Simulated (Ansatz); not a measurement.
Ansatz (an electronic-structure program) input (CCSD(T)/aug-cc-pVDZ):

Ansatz 0.2 input:
```yaml
crystal:
  periodic: [false, false, false]
  atoms:
    - {symbol: C, position_ang: [3.09989660, 0.13785086, -0.06569247]}
    - {symbol: C, position_ang: [1.77203523, -0.42361974, 0.43360219]}
    - {symbol: C, position_ang: [0.56033676, 0.24159892, -0.21484918]}
    - {symbol: C, position_ang: [-0.77176404, -0.31428834, 0.28013825]}
    - {symbol: C, position_ang: [-1.97041679, 0.37219864, -0.36539470]}
    - {symbol: O, position_ang: [-3.19753990, -0.09119189, 0.00025006]}
    - {symbol: H, position_ang: [3.20289654, 0.00278646, -1.14511131]}
    - {symbol: H, position_ang: [3.94732311, -0.35550712, 0.41338313]}
    - {symbol: H, position_ang: [3.17703108, 1.20793982, 0.14156404]}
    - {symbol: H, position_ang: [1.70755933, -0.30411073, 1.51977759]}
    - {symbol: H, position_ang: [1.73370318, -1.50098511, 0.24395276]}
    - {symbol: H, position_ang: [0.62472991, 0.12275533, -1.30287064]}
    - {symbol: H, position_ang: [0.59993779, 1.32077606, -0.02627939]}
    - {symbol: H, position_ang: [-0.84732219, -0.19454139, 1.36486267]}
    - {symbol: H, position_ang: [-0.83392455, -1.38706645, 0.07763929]}
    - {symbol: H, position_ang: [-1.93290451, 0.26542618, -1.47037457]}
    - {symbol: H, position_ang: [-1.93923696, 1.46961980, -0.22536861]}
basis:
  gaussian:
    orbitals: aug-cc-pVDZ
magnetization: {spin_polarized: true, initial_magnetization: 1}
correlation: {method: ccsd_t, electrons: outside_noble_gas}
output: {forces: true}
```

End of the output:

```
cycle   5  -26.67037926 eV  change    3.7e-7 eV  update   6.7e-7
cycle   6  -26.67037898 eV  change    2.8e-7 eV  update   5.4e-7
cycle   7  -26.67037912 eV  change   -1.4e-7 eV  update   3.8e-7
cycle   8  -26.67037910 eV  change    1.8e-8 eV  update   2.2e-7
cycle   9  -26.67037901 eV  change    9.3e-8 eV  update   1.3e-7
cycle  10  -26.67037901 eV  change    3.8e-9 eV  update   7.3e-8
cycle  11  -26.67037898 eV  change    2.5e-8 eV  update   4.2e-8
perturbative correction -0.86010349 eV, -0.0316082203 hartree
the calculation of the forces begins
densities: 43.53 GiB planned
0.91 GiB of device memory are held for the factors and their scratch space
Total energy: -7390.90154790 eV, -271.6106221524 hartree
Atom 0 at     3.099897     0.137851    -0.065692 Å, force    -0.069444    -0.005099     0.002850 eV/Å
Atom 1 at     1.772035    -0.423620     0.433602 Å, force    -0.027489     0.020515    -0.019405 eV/Å
Atom 2 at     0.560337     0.241599    -0.214849 Å, force    -0.010116    -0.014745     0.016415 eV/Å
Atom 3 at    -0.771764    -0.314288     0.280138 Å, force    -0.019115     0.014253    -0.008438 eV/Å
Atom 4 at    -1.970417     0.372199    -0.365395 Å, force     0.604248     0.279750    -0.204310 eV/Å
Atom 5 at    -3.197540    -0.091192     0.000250 Å, force    -0.855404    -0.347983     0.266330 eV/Å
Atom 6 at     3.202897     0.002786    -1.145111 Å, force     0.033619    -0.071020    -0.478747 eV/Å
Atom 7 at     3.947323    -0.355507     0.413383 Å, force     0.366095    -0.223997     0.217184 eV/Å
Atom 8 at     3.177031     1.207940     0.141564 Å, force     0.021762     0.473486     0.102494 eV/Å
Atom 9 at     1.707559    -0.304111     1.519778 Å, force    -0.030882     0.067949     0.472315 eV/Å
Atom 10 at     1.733703    -1.500985     0.243953 Å, force    -0.019066    -0.467979    -0.098452 eV/Å
Atom 11 at     0.624730     0.122755    -1.302871 Å, force     0.027609    -0.065729    -0.479395 eV/Å
Atom 12 at     0.599938     1.320776    -0.026279 Å, force     0.017157     0.475225     0.097183 eV/Å
Atom 13 at    -0.847322    -0.194541     1.364863 Å, force    -0.021209     0.066090     0.481792 eV/Å
Atom 14 at    -0.833925    -1.387066     0.077639 Å, force    -0.020637    -0.474257    -0.104852 eV/Å
Atom 15 at    -1.932905     0.265426    -1.470375 Å, force    -0.005653    -0.082844    -0.355346 eV/Å
Atom 16 at    -1.939237     1.469620    -0.225369 Å, force     0.008524     0.356385     0.092383 eV/Å
Dipole moment:     0.419142     0.117446    -0.106115 e Å
```

It need not be the lowest isomer of its formula.
